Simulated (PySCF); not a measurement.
**How methods differ on the ionisation energy of I+**

I+ [Kr] 4d10 5s2 5p4 [5p1/2^2 5p3/2^2, M_J = 2] → I(2+) [Kr] 4d10 5s2 5p3 [5p1/2^2 5p3/2^1, M_J = 3/2], as a difference of total energies. Computed with PySCF 2.14 in x2c-TZVPPall-2c (8s9p5d2f, 74 functions), with the two-component X2C-1e Hamiltonian. Correlated levels: [Ar] 3d10 frozen; the 6 highest virtual spinors dropped. "Screened" scales the spin-orbit matrix elements by Boettger's factors to mimic the two-electron term; Breit and QED terms are absent.

```
                    method  ionisation energy (eV)  error (eV)
           GHF (spin-free)                  17.591      -1.540
          GMP2 (spin-free)                  18.442      -0.689
 GHF (screened spin-orbit)                  17.942      -1.189
GMP2 (screened spin-orbit)                  18.762      -0.369
```

Reference: 19.131 eV (measured; NIST Atomic Spectra Database, ionization energies).

The spin-free rows relax to the high-spin LS determinant and lack the spin-orbit shift.

Errors of the correlated levels include the incompleteness of this basis and the frozen core.

The labels give the starting determinants; with spin-orbit coupling the two ends relaxed to ⟨J²⟩ = 6.03, ⟨L²⟩ = 2.37, ⟨S²⟩ = 1.86 and ⟨J²⟩ = 3.76, ⟨L²⟩ = 0.15, ⟨S²⟩ = 3.60.
